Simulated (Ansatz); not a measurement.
Gas-phase electronic energies from Ansatz, PBE0-D4/def2-TZVP geometries. CCSD(T)/CBS is the MP2 limit (def2-TZVPP, def2-QZVPP) plus CCSD(T) − MP2 in def2-TZVPP, frozen cores. DFT in def2-TZVPP. B3LYP here is the variant with VWN-RPA as its local correlation; programs differ in this. Elements past krypton have def2 core potentials. For Te outer-core shells are correlated without core-valence functions, which leaves a few kJ/mol of doubt a bond. Each species was taken in one conformer, which may not be the lowest.

`O[Si](O)(O)[TeH]` + `N[SiH2][AlH2]` → `N[SiH2][AlH][TeH]` + `O[SiH](O)O`  (formal exchange of groups at a Te–Si bond)

```json
{"level": "r2SCAN-D4", "ΔE (kJ/mol)": "-74.6", "difference from CCSD(T)/CBS": "0.4"}
{"level": "ωB97X-V", "ΔE (kJ/mol)": "-67.4", "difference from CCSD(T)/CBS": "7.6"}
{"level": "PBE", "ΔE (kJ/mol)": "-74.9", "difference from CCSD(T)/CBS": "0.1"}
{"level": "r2SCAN", "ΔE (kJ/mol)": "-75.4", "difference from CCSD(T)/CBS": "-0.4"}
{"level": "PBE0", "ΔE (kJ/mol)": "-75.3", "difference from CCSD(T)/CBS": "-0.3"}
{"level": "B3LYP", "ΔE (kJ/mol)": "-76.5", "difference from CCSD(T)/CBS": "-1.5"}
{"level": "MP2/def2-TZVPP", "ΔE (kJ/mol)": "-76.6", "difference from CCSD(T)/CBS": "-1.6"}
{"level": "CCSD/def2-TZVPP", "ΔE (kJ/mol)": "-76.2", "difference from CCSD(T)/CBS": "-1.2"}
{"level": "CCSD(T)/def2-TZVPP", "ΔE (kJ/mol)": "-76.4", "difference from CCSD(T)/CBS": "-1.4"}
{"level": "SCS-MP2/def2-QZVPP", "ΔE (kJ/mol)": "-75.6", "difference from CCSD(T)/CBS": "-0.6"}
{"level": "CCSD(T)/CBS", "ΔE (kJ/mol)": "-75.0", "difference from CCSD(T)/CBS": "0"}
```

Largest T1 diagnostic among the species: 0.012.

The D4 term adds +6.5 kJ/mol with B3LYP and +3.3 kJ/mol with PBE0; it sums over pairs of atoms, weighted by their polarisabilities, and B3LYP, whose exchange is more repulsive, gets the larger term.
